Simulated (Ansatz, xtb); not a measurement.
Two structures of GaH7O4Si

Structure I: `[OH][GaH2-][OH+][SiH](O)O`, a singlet. Structure II: a singlet given by its coordinates. Both are isolated molecules in the gas phase, relaxed with PBE0-D4/def2-SVP; the shapes shown needn't be the lowest conformers.

I (Å):

```yaml
atoms:
  - { symbol: Ga, position_ang: [0.5795, 0.5331, 1.8406] }
  - { symbol: O, position_ang: [0.3614, -1.2636, 1.4232] }
  - { symbol: O, position_ang: [0.0486, 1.1965, -0.0818] }
  - { symbol: O, position_ang: [0.7458, -1.1639, -1.1024] }
  - { symbol: O, position_ang: [-1.1318, 0.4258, -2.3684] }
  - { symbol: Si, position_ang: [0.3003, 0.3197, -1.5550] }
  - { symbol: H, position_ang: [-0.4542, -1.6596, 1.7448] }
  - { symbol: H, position_ang: [-0.6183, 1.1464, 2.6550] }
  - { symbol: H, position_ang: [2.0925, 0.9122, 1.8996] }
  - { symbol: H, position_ang: [-0.6546, 1.8569, -0.1123] }
  - { symbol: H, position_ang: [1.2988, 1.0561, -2.3506] }
  - { symbol: H, position_ang: [0.6145, -1.3814, -0.1238] }
  - { symbol: H, position_ang: [-1.7396, -0.3138, -2.2695] }
```

II (Å):

```xyz
13

Ga    0.2582   -1.5748   -1.5277
O     1.5800    0.3985    0.8005
O    -0.6419    0.8425    2.2071
O    -0.2192    2.4692    0.1643
O    -0.7016   -0.0011   -0.4540
Si    0.0520    0.9558    0.7289
H     1.9064   -0.0310   -0.0122
H    -0.3245    0.1334    2.7751
H    -0.2067    3.1852    0.8063
H    -1.4121    0.4292   -0.9464
H     1.7164   -0.9164   -1.5101
H    -0.5752   -1.4213   -2.8551
H     0.0227   -2.7743   -0.5384
```

Close contacts (Å): Ga1–O5 2.13, O2–Si6 1.63, O3–Si6 1.64, O4–Si6 1.64, O5–Si6 1.70, Ga1–H11 1.60, Ga1–H12 1.57, Ga1–H13 1.57, O2–H7 0.98, O3–H8 0.96, O4–H9 0.96, O5–H10 0.97.

Q: Which of the two would you expect CCSD(T)/def2-SVP + ΔMP2/def2-TZVPP electronic energies to favour?

A: Structure II; the calculation gives E(II) − E(I) = −0.268 eV.

How the difference moves with the method:

```json
{"level": "PBE0-D4/def2-SVP", "geometry": "PBE0-D4/def2-SVP", "E(II) − E(I) (eV)": "−0.119", "departure from the last row (eV)": "+0.149", "job, with rough time for the two": "optimisation, 2.1 min"}
{"level": "HF/def2-SVP", "geometry": "PBE0-D4/def2-SVP", "E(II) − E(I) (eV)": "−0.241", "departure from the last row (eV)": "+0.027", "job, with rough time for the two": "part of the CCSD(T) run"}
{"level": "MP2/def2-SVP", "geometry": "PBE0-D4/def2-SVP", "E(II) − E(I) (eV)": "−0.047", "departure from the last row (eV)": "+0.221", "job, with rough time for the two": "part of the CCSD(T) run"}
{"level": "CCSD(T)/def2-SVP", "geometry": "PBE0-D4/def2-SVP", "E(II) − E(I) (eV)": "−0.072", "departure from the last row (eV)": "+0.196", "job, with rough time for the two": "single point"}
{"level": "CCSD(T)/def2-SVP + ΔMP2/def2-TZVPP", "geometry": "PBE0-D4/def2-SVP", "E(II) − E(I) (eV)": "−0.268", "departure from the last row (eV)": "", "job, with rough time for the two": "single point, 49 s"}
```

None of the levels shown reverses the order. The largest departure from CCSD(T)/def2-SVP + ΔMP2/def2-TZVPP is that of MP2/def2-SVP, 0.221 eV. Levels run at GFN2-xTB geometries aren't shown. The last row adds to CCSD(T) the change of the MP2 difference between the two basis sets, here −0.196 eV, a large step that makes the value less sure.

With thermal terms from frequencies at re-optimised GFN2-xTB minima (ideal gas, soft modes damped towards free rotors, one conformer each, 298.15 K, 1 atm): on the last row, ΔE + ΔZPE = −0.277, ΔH = −0.285, ΔG = −0.262 eV.

The correlated steps freeze 18 core orbitals; the filled d shell of Ga is correlated, in a basis made for valence electrons. Run with Ansatz 0.2.0, xtb 6.7.1; the last row on 2 threads of Intel(R) Xeon(R) 6975P-C (Granite Rapids) on a shared host.
